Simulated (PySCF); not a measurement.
# Solvent effects on NMR parameters

Molfile (atoms numbered from 1):
```
C5H7NOSi
     RDKit          3D

 15 15  0  0  0  0  0  0  0  0999 V2000
   -2.2853    0.5170   -0.2938 Si  0  0  0  0  0  4  0  0  0  0  0  0
   -0.9635   -0.4140   -0.8541 O   0  0  0  0  0  0  0  0  0  0  0  0
    0.2470   -0.1290   -0.3677 C   0  0  0  0  0  0  0  0  0  0  0  0
    1.3683   -0.8555   -0.7950 C   0  0  0  0  0  0  0  0  0  0  0  0
    2.5977   -0.5123   -0.2537 C   0  0  0  0  0  0  0  0  0  0  0  0
    2.6766    0.5254    0.6814 C   0  0  0  0  0  0  0  0  0  0  0  0
    1.5006    1.1773    1.0317 C   0  0  0  0  0  0  0  0  0  0  0  0
    0.3140    0.8548    0.5175 N   0  0  0  0  0  0  0  0  0  0  0  0
   -3.4194   -0.0877   -1.0466 H   0  0  0  0  0  0  0  0  0  0  0  0
   -2.5062    0.3403    1.1666 H   0  0  0  0  0  0  0  0  0  0  0  0
   -2.1478    1.9506   -0.6663 H   0  0  0  0  0  0  0  0  0  0  0  0
    1.2488   -1.6550   -1.5268 H   0  0  0  0  0  0  0  0  0  0  0  0
    3.4980   -1.0519   -0.5584 H   0  0  0  0  0  0  0  0  0  0  0  0
    3.6285    0.8198    1.1257 H   0  0  0  0  0  0  0  0  0  0  0  0
    1.5076    1.9968    1.7584 H   0  0  0  0  0  0  0  0  0  0  0  0
  1  2  1  0
  2  3  1  0
  3  4  2  0
  4  5  1  0
  5  6  2  0
  6  7  1  0
  7  8  2  0
  8  3  1  0
  1  9  1  0
  1 10  1  0
  1 11  1  0
  4 12  1  0
  5 13  1  0
  6 14  1  0
  7 15  1  0
M  END
```

GIAO PBE0/pcSseg-1 in PySCF on one PBE0-D3(BJ)/def2-SVP conformer, non-relativistic, equivalent nuclei averaged. Solvents enter as an IEF-PCM continuum (cyclohexane with ε = 2.0, water with ε = 78.4) around the gas-phase geometry. Shifts are referred to TMS computed in the same medium.

Gas phase, δ in ppm: Si1 -37.5, C3 168.2, C7 153.2, C5 145.2, C6 121.2, C4 115.6, H15 8.27, H13 7.72, H12 6.89, H14 6.88, H9/H10/H11 4.96. Dipole moment 1.82 D.

Question: How does each δ change in the continuum?

Answer: 
| atoms | environment | Δδ, cyclohexane | Δδ, water |
| --- | --- | --- | --- |
| Si1 | silicon bonded to O, 3 H | -0.1 | -0.2 |
| C3 | aromatic carbon bearing oxygen | +0.2 | +0.5 |
| C7 | aromatic CH next to a ring nitrogen | +0.6 | +1.6 |
| C5 | aromatic CH | +1.3 | +3.6 |
| C6 | aromatic CH | +1.1 | +3.0 |
| C4 | aromatic CH | +0.5 | +1.4 |
| H15 | hydrogen on an aromatic CH next to a ring nitrogen | +0.06 | +0.14 |
| H13 | hydrogen on an aromatic CH | +0.14 | +0.39 |
| H12 | hydrogen on an aromatic CH | +0.10 | +0.25 |
| H14 | hydrogen on an aromatic CH | +0.14 | +0.39 |
| H9/H10/H11 | hydrogen on a silicon bonded to O | -0.01 | -0.03 |

Changes are relative to the gas phase. The dipole moment becomes 2.06 D in cyclohexane, 2.47 D in water.

Question: Which nuclei move most (in ppm), and what does the model miss?

Answer: C5 (aromatic CH, +3.6 ppm) in water. A continuum only polarises the solute; specific hydrogen bonds, the anisotropy of aromatic solvents and changes of geometry or conformer are outside it.
